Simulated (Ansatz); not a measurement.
A set of 12 reactions (hydrolysis), with CCSD(T)/CBS values in kJ/mol:

| reaction | ΔE |
| --- | --- |
| `C[O][Al]([CH3])[OH]` + H₂O → `[CH3][Al]([OH])[OH]` + CH₃OH | -1.5 |
| `N[SiH2]CF` + H₂O → `N[SiH2]CO` + H–F | -4.6 |
| `[SiH3][AlH][Br]` + H₂O → `[OH][AlH][SiH3]` + HBr | 33.1 |
| `[OH][SbH][Br]` + H₂O → `[OH][SbH][OH]` + HBr | 74.5 |
| `[OH][Ge]([OH])([OH])[SiH3]` + H₂O → `[OH][Ge]([OH])([OH])[OH]` + SiH₄ | -31.9 |
| `[F][Al]([SH])[Br]` + H₂O → `[OH][Al]([F])[SH]` + HBr | 28.7 |
| `C[CH2][GaH][NH2]` + H₂O → `[NH2][GaH][OH]` + `CC` | -73.1 |
| `N[SiH](C=O)CO` + H₂O → `O=C[SiH](O)CO` + NH₃ | -47.8 |
| `[CH3][Cd][Br]` + H₂O → `[OH][Cd][Br]` + CH₄ | -14.7 |
| `CC[SiH2][TeH]` + H₂O → `O[SiH2][TeH]` + `CC` | -89.9 |
| `F[Si](F)(Br)Br` + H₂O → `O[Si](F)(Br)Br` + H–F | 32.2 |
| `[F][In]([F])[Br]` + H₂O → `[OH][In]([F])[Br]` + H–F | 19.5 |

Computed with Ansatz on PBE0-D4/def2-TZVP structures; ΔE is electronic, products minus reactants. CCSD(T)/CBS adds triple-zeta CCSD(T) − MP2 to the extrapolated MP2 energy (def2 sets, frozen cores). This one scheme is used for every species. Functionals use def2-TZVPP. B3LYP here is the variant with VWN-RPA as its local correlation; programs differ in this. Elements past krypton have def2 core potentials. For Br, Cd, Ga, Ge, In, Sb, Te outer-core shells are correlated without core-valence functions, which leaves a few kJ/mol of doubt a bond. Scalar relativity is left out up to krypton. Each species was taken in one conformer, which may not be the lowest.

Question: Give the mean, mean absolute and largest difference (level minus CCSD(T)/CBS, kJ/mol) for: PBE-D4, PBE0-D4, B3LYP-D4, ωB97M-V, B2PLYP, r2SCAN, HF/def2-TZVPP, MP2/def2-TZVPP, CCSD(T)/def2-TZVPP, HF/def2-QZVPP, MP2/def2-QZVPP, SCS-MP2/def2-QZVPP, HF/CBS(def2), CCSD/CBS(def2). (An estimate is asked.)

Answer: Ansatz gave: 
```json
{"level": "PBE-D4", "mean": "0.9", "mean absolute": "2.9", "largest": "15.7"}
{"level": "PBE0-D4", "mean": "1.7", "mean absolute": "3.0", "largest": "8.4"}
{"level": "B3LYP-D4", "mean": "-2.0", "mean absolute": "4.5", "largest": "-8.4"}
{"level": "ωB97M-V", "mean": "-2.0", "mean absolute": "3.5", "largest": "-5.8"}
{"level": "B2PLYP", "mean": "-5.0", "mean absolute": "6.7", "largest": "-14.4"}
{"level": "r2SCAN", "mean": "-3.3", "mean absolute": "5.4", "largest": "-11.0"}
{"level": "HF/def2-TZVPP", "mean": "-5.7", "mean absolute": "12.4", "largest": "-31.0"}
{"level": "MP2/def2-TZVPP", "mean": "-3.0", "mean absolute": "4.7", "largest": "-11.9"}
{"level": "CCSD(T)/def2-TZVPP", "mean": "-3.5", "mean absolute": "4.2", "largest": "-10.3"}
{"level": "HF/def2-QZVPP", "mean": "-5.9", "mean absolute": "13.0", "largest": "-31.0"}
{"level": "MP2/def2-QZVPP", "mean": "-1.1", "mean absolute": "2.3", "largest": "6.6"}
{"level": "SCS-MP2/def2-QZVPP", "mean": "-3.3", "mean absolute": "3.6", "largest": "-11.6"}
{"level": "HF/CBS(def2)", "mean": "-6.0", "mean absolute": "13.1", "largest": "-31.0"}
{"level": "CCSD/CBS(def2)", "mean": "-0.2", "mean absolute": "1.4", "largest": "-3.0"}
```

The largest T1 diagnostic in the set is 0.015, for `[OH][SbH][OH]` (customary mark 0.02).

CCSD(T)/CBS is a level of theory with its own doubt, and the functionals carry their triple-zeta basis error, so these figures describe this set and don't rank the functionals.
